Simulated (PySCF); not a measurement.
# A small calculation by hand: dipole moment from atomic charges

Sb(Br)(TeH)2 (BrH2SbTe2), SMILES [TeH][Sb]([TeH])[Br]. Atoms are numbered in the order given.

```xyz
6

Sb    -0.7061    -0.3678     0.6858
Br     1.4502    -0.8017     1.9833
Te    -0.2215     2.2190    -0.1766
H     -0.1488     2.7501     1.4025
Te    -0.0381    -1.3217    -1.8266
H     -1.0983    -2.5932    -1.6273
```

Geometry: PBE0-D3(BJ)/def2-SVP. The def2 effective core potentials stand for the cores of Sb, Te; spin–orbit coupling is left out.

Charges (e) from HF/def2-TZVP (PySCF):

| atom | ESP fit | Mulliken |
|---|---|---|
| Sb1 | 0.199 | 0.530 |
| Br2 | -0.206 | -0.363 |
| Te3 | -0.108 | -0.138 |
| H4 | 0.100 | 0.058 |
| Te5 | -0.062 | -0.138 |
| H6 | 0.077 | 0.053 |

The dipole moment of the full density is 2.25 D.

Problem. What dipole moment does each set of point charges give, and which comes closer to that of the density?

Solution. 
μ = Σ q r, and 1 e Å = 4.8032 D.
ESP fit: Σ q r = (-0.512, 0.010, -0.125) e Å, |μ| = 2.53 D.
Mulliken: Σ q r = (-0.932, -0.006, -0.085) e Å, |μ| = 4.49 D.
ESP fit comes closer in size. Point charges leave out the atoms' own dipoles (lone pairs, polarised bonds); fits to the potential absorb them, partitions of the density don't.
